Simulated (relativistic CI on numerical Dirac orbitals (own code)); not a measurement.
Cr+ in a cubic cluster: 2p photoemission with charge transfer

Computed with a charge-transfer multiplet model of a cubic metal-ligand cluster with up to one ligand hole, Slater and spin-orbit integrals from Dirac-Coulomb-Breit ions, Slater integrals scaled by 0.8. The ground state mixes d5 with configurations of k ligand holes L, whose averages lie at kΔ + k(k − 1)U_dd/2; a core hole lowers each added d electron by U_cd. 20 K, Lorentzian 0.6 eV and Gaussian 0.8 eV FWHM.

Atomic integrals in eV (Slater integrals scaled, ζ unscaled), ground: F2dd 6.636, F4dd 4.082, zeta_d 0.022; with the core hole: F2dd 8.366, F4dd 5.204, zeta_d 0.040, zeta_core 5.624, F2cd 4.703, G1cd 3.430, G3cd 1.946.

Cluster parameters (eV): U_dd = 6.1, U_cd = 6.7, 10Dq = 0.75, 10Dq(ligand) = 0.7, V(eg) = 1.25, V(t2g) = -0.66, final-state hopping factor = 1.

```tsv
Case	n_d	d5	d6L	S
Δ = 4.7 eV	5.08	0.92	0.08	2.50
Δ = 6.7 eV	5.05	0.95	0.05	2.50
Δ = 8.7 eV	5.04	0.96	0.04	2.50
```

Weights, n_d and S are thermal averages at 20 K. Binding energies count from the first peak over 30 % of the highest in each spectrum, which can be another peak from case to case. The parameters are a model scan and need not match a compound or its usual spin state. Peaks in eV (height, largest 100):
- Δ = 4.7 eV: 0.0 (100), 4.3 (37), 9.8 (52), 10.4 (52), 14.1 (17), 14.5 (17)
- Δ = 6.7 eV: 0.0 (100), 4.9 (24), 10.6 (54), 14.0 (9), 15.1 (8)
- Δ = 8.7 eV: 0.0 (100), 0.8 (92), 4.6 (18), 6.1 (14), 10.0 (51), 10.7 (56)

Curve for Δ = 8.7 eV (points under 2 left out, the grid thinned):

```
E (eV)  Intensity
  -3.4        2.1
  -2.9        2.8
  -2.5        3.6
  -2.0        5.5
  -1.5        9.9
  -1.1       19.6
  -0.6       56.0
  -0.1       98.4
   0.3       94.3
   0.8       91.6
   1.3       82.0
   1.8       63.7
   2.2       45.0
   2.7       24.9
   3.2       14.9
   3.6       13.2
   4.1       15.4
   4.6       17.7
   5.0       16.7
   5.5       14.6
   6.0       14.3
   6.4       14.0
   6.9       11.8
   7.4       10.1
   7.8        9.5
   8.3       10.3
   8.8       16.4
   9.2       29.8
   9.7       48.5
  10.2       50.9
  10.6       55.2
  11.1       47.2
  11.6       23.1
  12.0       12.9
  12.5        8.4
  13.0        7.4
  13.5        6.4
  13.9        5.3
  14.4        4.5
  14.9        4.2
  15.3        3.9
  15.8        3.4
  16.3        3.3
  16.7        3.2
  17.2        2.1
```

For the case Δ = 6.7 eV, Δ = 6.7 eV is larger than U_dd = 6.1 eV, the Mott-Hubbard side of the Zaanen-Sawatzky-Allen scheme. With the core hole the configuration with one ligand hole lies at Δ − U_cd = -2.0, 0.0, 2.0 eV from the one without, in the order of the table; where this is negative the screened configuration lies lower, though the effective hopping of about 2.1 eV (from the holes of the mixed ground state) mixes the two strongly wherever it is as large as the gap.

With at most 1 ligand hole the space is cut while the next configuration still counts, so covalency is underestimated, and a final configuration with one more ligand hole, which can lie low, is missing from the spectra.
